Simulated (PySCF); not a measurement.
Compound: C₃H₁₀SSi₂.
Atom-mapped SMILES: `[SiH3:1][S:2][C@H:3]1[CH2:4][CH2:5][SiH2:6]1`

NICS = −σ at a ghost point: NICS(0) at the centroid of the ring atoms, NICS(1) 1 Å to either side along the normal of their mean plane, zz for the tensor component along that normal. Level: GIAO PBE0/pcSseg-1 (PySCF, non-relativistic, gas phase) on the GFN2-xTB geometry, one conformer.

Ring bond lengths (Å), with Mayer bond orders in brackets: C3–C4 1.537 (0.93), C4–C5 1.542 (1.00), C5–Si6 1.913 (0.94), Si6–C3 1.923 (0.86).

Problem. Give the NICS values of each ring in ppm.

Solution. 
| ring | type | NICS(0) | NICS(1), two faces | NICS(1)zz, two faces | rms pucker (Å) | centre to ring atoms, mean (Å) |
| --- | --- | --- | --- | --- | --- | --- |
| C3–C4–C5–Si6 | 4-membered ring with Si; formal bonds all single | -0.5 | -1.6 / -0.5 | 3.0 / 4.4 | 0.09 | 1.22 |

Problem. What do they say, and how far can they be read as aromaticity?

Solution. 
- C3–C4–C5–Si6: mean NICS(1)zz 3.7 ppm, deshielded. C3, C4, C5, Si6 have four or more neighbours; no verdict on aromaticity is drawn.

Problem. At the second NICS(1) probe listed for ring C3–C4–C5–Si6, 1 Å off the ring, what do the in-plane components average?

Solution. The isotropic value is a third of the trace: (3 × -0.5 − (4.4))/2 = -3.0 ppm.

Problem. List the ring angles and the Hirshfeld charges of the ring atoms.

Solution. 
- C3–C4–C5–Si6: C3 91.5° (-0.114 e), C4 99.0° (-0.077 e), C5 91.7° (-0.162 e), Si6 75.2° (+0.348 e); sum 357.5° against 360° for a flat convex ring.

On Arm Neoverse N1, one thread, no GPU, shared host, this took 42 s wall and 0.80 GiB of memory at its peak. This is the whole shielding run at PBE0/pcSseg-1, SCF included.

The values belong to the conformer `[SiH3:1][S:2][C@H:3]1[CH2:4][CH2:5][SiH2:6]1`: Si1–S2–C3–C4 -70°.
